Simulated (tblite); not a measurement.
C7H12Si.
SMILES with atom numbers: `[CH2:1]=[CH:2][C@:3]1([C:4](=[CH2:5])[CH3:6])[CH2:7][SiH2:8]1` (hydrogens: H9, H10 on C1; H11 on C2; H12, H13 on C5; H14, H15, H16 on C6; H17, H18 on C7; H19, H20 on Si8)

The geometry is computed with GFN2-xTB (gas phase).

Question: Give the optimised bond lengths and angles.

Answer: 
```
                  bond  length (bohr)   order
                 C1=C2          2.508  double
                 C2–C3          2.777  single
                 C3–C4          2.813  single
                 C4=C5          2.505  double
                 C4–C6          2.837  single
                 C3–C7          2.905  single
                C7–Si8          3.537  single
                C3–Si8          3.638  single
                 C1–H9          2.035  single
                C1–H10          2.034  single
                C2–H11          2.048  single
                C5–H12          2.036  single
                C5–H13          2.034  single
C6–H14, C6–H15, C6–H16          2.058  single
                C7–H17          2.043  single
                C7–H18          2.042  single
               Si8–H19          2.740  single
               Si8–H20          2.745  single
```

Bonds in one row agree within 0.02 bohr and their mean is given. Orders are formal, as drawn. A selection of angles:
```
      angle  degrees
   C2–C1–H9    122.8
  C2–C1–H10    121.2
  H9–C1–H10    116.0
   C1–C2–C3    126.7
  C1–C2–H11    118.4
  C3–C2–H11    114.9
   C2–C3–C4    113.5
   C2–C3–C7    117.6
  C2–C3–Si8    116.7
   C4–C3–C7    118.1
  C4–C3–Si8    118.2
  C7–C3–Si8     64.3
   C3–C4–C5    122.9
   C3–C4–C6    115.3
   C5–C4–C6    121.7
  C4–C5–H12    121.8
  C4–C5–H13    122.2
 H12–C5–H13    115.9
  C4–C6–H14    111.2
  C4–C6–H16    109.8
 H14–C6–H15    109.0
 H15–C6–H16    107.4
  C3–C7–Si8     67.9
  C3–C7–H17    114.9
  C3–C7–H18    115.7
 Si8–C7–H17    118.0
 Si8–C7–H18    122.0
 H17–C7–H18    111.4
 C7–Si8–H19    119.9
 C7–Si8–H20    117.5
  C3–Si8–C7     47.8
 C3–Si8–H19    116.6
 C3–Si8–H20    117.9
H19–Si8–H20    118.2
```

Dihedral angles: C1–C2–C3–C4 168° (antiperiplanar); C2–C3–C4–C5 -108° (anticlinal); C2–C3–C7–Si8 -108° (anticlinal); C2–C3–Si8–C7 109° (anticlinal).

The C–Si distances run from 1.872 Å (C7–Si8, drawn single) to 1.925 Å (C3–Si8, drawn single), a spread of 0.053 Å. Of the pairs four or more bonds apart, H9···H18 is among the closest relative to their van der Waals radii: 2.23 Å, 93 % of the sum of Bondi's values. The 6 C–C bonds span 1.325 Å (C4=C5, drawn double) to 1.538 Å (C3–C7, drawn single), a spread of 0.213 Å. Si8 (SiH2 silicon) has angles from 47.8° to 119.9°. The 3-membered ring C3–C7–Si8 has internal angles of 47.8° to 67.9°.

Point group: C1 (no symmetry element, even within 0.4 Å). Its GFN2-xTB frequencies are all real (lowest 54 cm⁻¹). The numbers are those of one conformer.
